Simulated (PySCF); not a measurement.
Si(F)3(NCO) (CF3NOSi), SMILES F[Si](F)(F)N=C=O. Atoms are numbered in the order given.

```xyz
7

O      0.0000     0.0000     3.3002
C      0.0000     0.0000     2.1344
N      0.0000     0.0000     0.9300
Si     0.0000     0.0000    -0.7458
F     -1.2923    -0.7461    -1.3066
F      0.0000     1.4922    -1.3066
F      1.2923    -0.7461    -1.3066
```

Coordinates come from a r2SCAN-D4/def2-SVP optimisation. Other conformers were not sampled.

These are PBE/pcSseg-1 (PySCF) values and carry that method's errors.

GIAO shieldings, no solvent; atoms alike by connectivity are averaged. δ = σ(ref) − σ: ¹⁷O against H2O (σ = 334.3 ppm); ¹³C against TMS (σ = 182.0 ppm); ¹⁵N against NH3 (σ = 267.0 ppm); ²⁹Si against TMS (σ = 335.4 ppm); ¹⁹F against CFCl3 (σ = 133.6 ppm), references at their B3LYP-D3(BJ)/def2-TZVP geometries, non-relativistic.

```tsv
atoms	nucleus	count	δ (ppm)
O1	¹⁷O	1	155.0
C2	¹³C	1	___
N3	¹⁵N	1	44.3
Si4	²⁹Si	1	___
F5, F6, F7	¹⁹F	3	-174.8
```

Fill in the missing entries. (The exact figures need the calculation; the answer reports its results.)


- Si4, δ (ppm): -107.4
- C2, δ (ppm): 120.2
